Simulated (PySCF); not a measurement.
**Shapes and spin states of MnOF₂**

These are results of B3LYP/[Mn def2-SVP, O def2-SVP, F def2-SVP], no relativity, density fitting, PySCF, not measurements.

Relaxations began from a few typed shapes and spin states; open shells are unrestricted. The search is not exhaustive: other isomers or separated fragments can lie lower, and high-lying points may rest on an excited occupation.

(1) Which is the lowest minimum found?
A. quartet C2v: Mn–F 1.722 Å (×2), Mn–O 1.558 Å; F–Mn–F 123.7°, F–Mn–O 118.1° (×2)
B. broken-symmetry Ms = 1/2 (⟨S²⟩ 1.46) Cs: Mn–F 1.707 Å (×2), Mn–O 1.527 Å; F–Mn–F 119.7°, F–Mn–O 120.0° (×2)

## Answers

(1) A. The others lie at 63.9 (broken-symmetry Ms = 1/2 Cs) kJ/mol above it.

Formally Mn is in oxidation state +4, d3, with 3 unpaired electrons (the high-spin count). The Mulliken spin on Mn is 3.03. The polar-tensor charge on Mn, 1.68, is far below the formal one.

For the lowest minimum: open d and f shells are described by one determinant, and the ground state may have another occupation or spin.
